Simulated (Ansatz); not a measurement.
W₂S₄⁻, relaxed as a doublet with UKS PBE-D4/def2-SVPD in Ansatz, starting from the GFN1-xTB geometry. Force threshold 0.02 eV/Å.

In the def2 sets W takes a core potential; there is no spin–orbit coupling. The charge -1 doublet is spin-contaminated (final ⟨S²⟩ up to 1.78, 0.75 for a pure state). The relaxation made no stability test and no search for a lower SCF solution. No other spin state of charge -1 was run. Another isomer (doublet) lies 0.40 eV lower at PBE-D4/def2-TZVPD; other spin states weren't run for this one.

Start:

```tsv
atom	x (Å)	y (Å)	z (Å)
W1	1.3051	-0.0483	0.2179
W2	-1.3049	0.0485	-0.2178
S3	-2.3509	1.8962	-0.7784
S4	-0.2966	0.3975	1.8668
S5	0.2970	-0.3975	-1.8664
S6	2.3505	-1.8965	0.7779
```

```csv
step,energy (eV),largest force component (eV/Å),SCF passes
1,-46971.9795,0.538,102
2,-46972.0360,0.132,42
3 (rejected),-46971.9959,0.742,40
4,-46972.0575,0.110,36
5 (rejected),-46972.0545,0.228,40
6,-46972.0633,0.047,37
7,-46972.0640,0.105,37
8,-46972.0646,0.011,32
```

Force components are those of the run's own axes.

End:

```csv
atom,x (Å),y (Å),z (Å)
W1,1.3730,-0.1893,0.2578
W2,-1.3496,0.2368,-0.2646
S3,-2.5952,1.9448,-0.8276
S4,-0.2449,0.3732,1.7919
S5,0.3218,-0.3855,-1.7776
S6,2.4951,-1.9800,0.8202
```

By distances, no bond broke or formed. The bond that changes most is W1–S5, from 2.34 to 2.30 Å (atoms count from 1).

No frequencies were taken in this run, so the end may be a saddle point.

Run time 42 s (4 threads of Arm Neoverse V2 on a shared host).
